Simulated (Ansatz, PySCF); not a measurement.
CH₆InNO₂, SMILES C[NH][In]([OH])[OH]. Atoms are numbered in the order given.

```xyz
11

In    -0.0343     0.0575     0.3340
N      0.8262    -0.6315    -1.3739
C      0.4526    -0.1594    -2.6978
H      1.0980    -1.6113    -1.3687
H     -0.4076    -0.6913    -3.1522
H      1.3015    -0.2504    -3.4016
H      0.1865     0.9085    -2.6596
O     -1.0387     1.7915     0.2907
H     -1.3162     2.0439     1.1829
O      0.1925    -0.7363     2.1691
H      0.7521    -1.5252     2.1556
```
Charge 0, spin multiplicity 1.

Coordinates come from a B3LYP-D3(BJ)/def2-SVP optimisation. The structure was generated by enumeration; whether it is a known compound was not checked. The def2 effective core potentials stand for the cores of In; spin–orbit coupling is left out. The values are those of a single conformer.

Two levels are set side by side: PBE-D3(BJ)/def2-SVP (Ansatz, an electronic-structure program) and B3LYP-D3(BJ)/def2-SVP (Ansatz). Each level has its own optimised geometry; the coordinates shown are those of the second. Frequencies come from the Hessian of PySCF at each geometry. Differences are taken from unrounded values.

```tsv
quantity	B3LYP-D3(BJ)
mean bond length (Å)	1.377
bond In1–N2 (Å)	2.033
bond In1–O8 (Å)	2.004
bond In1–O10 (Å)	2.012
bond N2–C3 (Å)	1.454
bond N2–H4 (Å)	1.017
bond C3–H5 (Å)	1.109
bond C3–H6 (Å)	1.106
bond C3–H7 (Å)	1.101
bond O8–H9 (Å)	0.968
bond O10–H11 (Å)	0.967
highest harmonic wavenumber (cm⁻¹)	3823
mean harmonic wavenumber (cm⁻¹)	1277
zero-point energy (kcal/mol)	49.29
```

### Question
What does PBE-D3(BJ) give, and how far is it from B3LYP-D3(BJ)? (An estimate is asked for; the answer gives what the named calculation found.)

### Answer

```tsv
quantity	PBE-D3(BJ)	PBE-D3(BJ) minus B3LYP-D3(BJ)
mean bond length (Å)	1.389	0.011
bond In1–N2 (Å)	2.055	0.022
bond In1–O8 (Å)	2.022	0.017
bond In1–O10 (Å)	2.030	0.018
bond N2–C3 (Å)	1.458	0.003
bond N2–H4 (Å)	1.026	0.009
bond C3–H5 (Å)	1.117	0.008
bond C3–H6 (Å)	1.114	0.008
bond C3–H7 (Å)	1.109	0.008
bond O8–H9 (Å)	0.977	0.010
bond O10–H11 (Å)	0.977	0.010
highest harmonic wavenumber (cm⁻¹)	3705	-118
mean harmonic wavenumber (cm⁻¹)	1244	-33
zero-point energy (kcal/mol)	48.02	-1.27
```

GGA bonds tend to be longer and softer than those of functionals with exact exchange. Differences between two approximate levels are no errors against the true value.
